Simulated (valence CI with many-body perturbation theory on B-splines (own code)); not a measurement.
# E1 line list for Cl⁴⁺

Computed by configuration interaction combined with many-body perturbation theory (CI+MBPT): three valence electrons over a frozen Dirac-Fock core [Ne], a basis of 11 s, 11 p, 10 d, 8 f, 5 g, 2 h functions for each j, with the one-electron correlation potential Σ1, the two-electron term Σ2, the three-electron term Σ3, Breit, model QED; selected CI, second order for the rest, scaled by the run's own slope (own B-spline code, finite nucleus).

No measured levels were compared; by estimate levels hold to about 100 cm⁻¹ or 0.05 % of their energy and the worst to 300 or 400 cm⁻¹, as in measured light ions of charge 2 to 7.

Lines 201 to 250 of 567 in falling wavelength, among levels below 488040 cm⁻¹, chosen from the strongest by gf and those to the six lowest levels. Wavelengths and rates use the calculated energies, so an error of 100 cm⁻¹ moves a line at 92.18 nm by 0.092 % and its rate by three times that or more. Electric multipoles are in the length gauge, E1 and E2 with the static RPA response of the core. Weak lines are less certain than strong ones. Lines between different terms over intervals too small for the method are left out, as are lines whose strength nearly cancels. Where a level lies close to another of its J and parity, the split of strength between their lines is uncertain. The highest levels of a list are the least certain.

Names give the largest LS component (configuration and term), which can be under half, so a name can repeat, a term be missing and a line seem to break the LS rules; names also repeat where a configuration has a term twice. Letters in brackets count levels of one name in rising energy.

```tsv
λ vac (nm)	Upper	Lower	A (s⁻¹)	log gf	Branch %
92.18	3p2.3d 4F_3/2	3s.3p.3d 4D°_1/2	4.46e+08	-0.64	12.8
92.06	3p2.3d 4F_5/2	3s.3p.3d 4D°_3/2	4.57e+08	-0.46	13.1
91.84	3s.3p.3d 2F°_7/2 [a]	3s2.3d 2D_5/2	2.30e+08	-0.63	4.2
91.84	3p2.3d 4F_7/2	3s.3p.3d 4D°_5/2	5.25e+08	-0.27	15.0
91.56	3p3 2D°_3/2	3s.3p2 2D_3/2	3.90e+08	-0.71	74.8
91.51	3p3 2D°_5/2	3s.3p2 2D_5/2	4.29e+08	-0.49	81.3
91.49	3p2.3d 4F_9/2	3s.3p.3d 4D°_7/2	6.46e+08	-0.09	18.4
91.45	3p3 2D°_5/2	3s.3p2 2D_3/2	3.19e+07	-1.62	6.1
91.10	3s2.4p 2P°_1/2	3s2.3d 2D_3/2	1.32e+09	-0.48	42.0
90.79	3s2.4p 2P°_3/2	3s2.3d 2D_5/2	1.19e+09	-0.23	37.4
90.18	3p2.3d 2F_5/2 [b]	3s.3p.3d 2F°_5/2 [b]	3.72e+08	-0.57	1.9
89.68	3p2.3d 2F_7/2 [b]	3s.3p.3d 2F°_7/2 [b]	4.45e+08	-0.37	2.2
89.52	3s.3p2 2D_3/2	3s2.3p 2P°_3/2	3.98e+07	-1.72	12.8
89.47	3s.3p2 2D_5/2	3s2.3p 2P°_3/2	2.97e+08	-0.67	100.0
88.34	3s.3p2 2D_3/2	3s2.3p 2P°_1/2	2.72e+08	-0.90	87.2
88.21	3p2.3d 2D_5/2 [c]	3s.3p.3d 2D°_5/2 [b]	5.77e+08	-0.39	3.0
87.64	3p2.3d 2D_3/2 [c]	3s.3p.3d 2D°_3/2 [b]	6.10e+08	-0.55	3.2
86.78	3s2.5g 2G_7/2	3s.3p.3d 2F°_5/2 [b]	4.89e+08	-0.35	18.0
86.72	3s.3p.4p 2S_1/2 [b]	3s.3p.3d 2P°_3/2 [b]	1.05e+09	-0.63	15.1
86.53	3s2.5g 2G_9/2	3s.3p.3d 2F°_7/2 [b]	5.04e+08	-0.25	18.6
85.21	3p2.3d 4D_7/2	3s.3p.3d 4D°_7/2	2.58e+08	-0.65	5.1
83.88	3p2.3d 4D_3/2	3s.3p.3d 4P°_1/2	4.95e+08	-0.68	9.3
83.83	3s2.6f 2F°_7/2	3s2.4d 2D_5/2	7.59e+08	-0.19	14.9
83.82	3s2.6f 2F°_5/2	3s2.4d 2D_3/2	7.08e+08	-0.35	13.9
83.65	3p2.3d 4D_3/2	3s.3p.3d 4P°_3/2	4.91e+08	-0.69	9.3
83.56	3p2.3d 4D_5/2	3s.3p.3d 4P°_3/2	8.50e+08	-0.27	16.5
83.06	3p2.3d 4D_7/2	3s.3p.3d 4P°_5/2	1.22e+09	0.00	24.3
80.67	3s.3p.4p 4P_3/2	3s.3p.3d 4D°_5/2	6.14e+08	-0.62	24.5
80.32	3s.3p.4p 4P_5/2	3s.3p.3d 4D°_7/2	1.14e+09	-0.18	45.4
80.25	3s.3p.4p 4P_5/2	3s.3p.3d 4D°_5/2	4.20e+08	-0.61	16.7
80.11	3s.3p.4p 2D_3/2 [b]	3s.3p.3d 2F°_5/2 [b]	5.87e+08	-0.65	5.9
79.72	3s.3p.4p 2D_5/2 [b]	3s.3p.3d 2F°_7/2 [b]	6.09e+08	-0.46	6.3
78.99	3s2.5d 2D_5/2	3s2.4p 2P°_3/2	4.89e+08	-0.56	16.9
78.85	3p2.3d 2D_5/2 [a]	3s.3p.3d 2D°_5/2 [a]	1.14e+09	-0.19	10.1
78.81	3s.3p.4p 4P_3/2	3s.3p.3d 4P°_5/2	7.41e+08	-0.56	29.6
78.77	3p2.3d 2D_3/2 [a]	3s.3p.3d 2D°_3/2 [a]	1.09e+09	-0.39	9.3
77.62	3s.3p.4p 4S_3/2	3s.3p.3d 4P°_3/2	6.46e+08	-0.63	26.3
77.35	3s.3p.4p 4S_3/2	3s.3p.3d 4P°_5/2	6.82e+08	-0.61	27.8
76.66	3p2.3d 2D_5/2 [c]	3s.3p.3d 2P°_3/2 [a]	1.02e+09	-0.27	5.3
76.56	3p2.3d 2D_3/2 [c]	3s.3p.3d 2P°_1/2 [a]	8.06e+08	-0.55	4.2
75.27	3p2.3d 4F_7/2	3s.3p.3d 4F°_9/2	3.77e+08	-0.59	10.8
75.20	3p2.3d 2D_5/2 [c]	3s.3p.3d 2F°_7/2 [b]	1.62e+09	-0.08	8.5
75.19	3p2.3d 4F_5/2	3s.3p.3d 4F°_7/2	6.01e+08	-0.51	17.2
75.12	3p2.3d 4F_3/2	3s.3p.3d 4F°_5/2	6.35e+08	-0.67	18.2
75.09	3p2.3d 2D_3/2 [c]	3s.3p.3d 2F°_5/2 [b]	1.68e+09	-0.25	8.7
74.97	3p2.3d 4F_9/2	3s.3p.3d 4F°_9/2	2.60e+09	0.34	74.2
74.95	3p2.3d 4F_7/2	3s.3p.3d 4F°_7/2	2.07e+09	0.15	59.2
74.95	3p2.3d 4F_3/2	3s.3p.3d 4F°_3/2	2.19e+09	-0.13	62.9
74.95	3p2.3d 4F_5/2	3s.3p.3d 4F°_5/2	1.85e+09	-0.03	52.9
74.75	3s.3d2 2D_5/2	3s.3p.3d 2P°_3/2 [b]	1.02e+09	-0.29	5.8
```
